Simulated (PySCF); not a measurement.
Deuteron quadrupole couplings in `ClCC1=C[C@@H](Cl)C(Cl)=C1`

Species: C6H5Cl3.
Z-matrix (Å and degrees, GFN2-xTB geometry), rows numbered from 1:
```
Cl
C   1  1.7992
C   2  1.4825  1  109.15
C   3  1.3432  2  127.67  1   108.88
C   4  1.4937  3  109.55  2  -178.62
Cl  5  1.7913  4  111.42  3  -118.76
C   5  1.5033  4  102.40  3     0.20
Cl  7  1.6990  5  121.61  4   179.80
C   7  1.3401  5  109.95  4     0.10
H   2  1.0898  1  106.27  3  -120.57
H   2  1.0887  1  106.99  3   121.13
H   4  1.0729  3  127.89  2     2.69
H   5  1.0923  4  113.22  3   121.73
H   9  1.0731  3  124.19  2    -0.89
```

Level: PBE0/pcSseg-1 (PySCF, non-relativistic); Q(2H) = 0.00286 b; rigid geometry, the same for H and D, with no vibrational averaging.

Q: What are Vzz, η and χzz (234.96 MHz × Q × Vzz) at all hydrogens?

A: 
| atom | bonded to | bond length (Å) | Vzz (au) | η | χzz (kHz) |
| --- | --- | --- | --- | --- | --- |
| H10 | C2 | 1.090 | 0.2989 | 0.03 | 201 |
| H11 | C2 | 1.089 | 0.3014 | 0.04 | 203 |
| H12 | C4 | 1.073 | 0.3423 | 0.07 | 230 |
| H13 | C5 | 1.092 | 0.2965 | 0.03 | 199 |
| H14 | C9 | 1.073 | 0.3393 | 0.06 | 228 |

Q: Give the 2H NMR doublet splittings at H11 for a magnetic field along the z, y and x axes of the gradient: 3χ/2, 3χ(1 + η)/4, 3χ(1 − η)/4.

A: With |χ| = 202.5 kHz and η = 0.039: 304, 158 and 146 kHz, to first order and without motion.

The structure is a single GFN2-xTB conformer in the gas phase; no vibrational or solvent corrections. GFN2-xTB bond lengths can be off by several hundredths of an ångström, more for odd bonds, and the gradients follow them. With a basis this small, the couplings can be 20 % off.

The run behind these numbers computed NMR shieldings as well. Time: 1.9 min wall, 97 s CPU (with the writing of density and orbital grids); peak memory 0.84 GiB. Hardware: AMD EPYC, one thread, no GPU, shared host with 64 logical CPUs at a one-minute load of 57.
